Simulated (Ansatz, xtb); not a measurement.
This triplet lies 0.67 eV below the relaxed singlet at the level B3LYP/cc-pVTZ // PBE0-D3(BJ)/def2-TZVP (Ansatz, a quantum-chemistry and plane-wave program).

A geometry relaxed with GFN2-xTB (xtb), charge 0, multiplicity 3:

```xyz
4

N      1.7965     0.0351     0.0038
C      0.5986     0.0117     0.0019
H     -1.7227    -0.0335    -0.0085
C     -0.6724    -0.0133     0.0028
```

Question: Write the SMILES of this molecule.

Answer: `[CH]C#N`
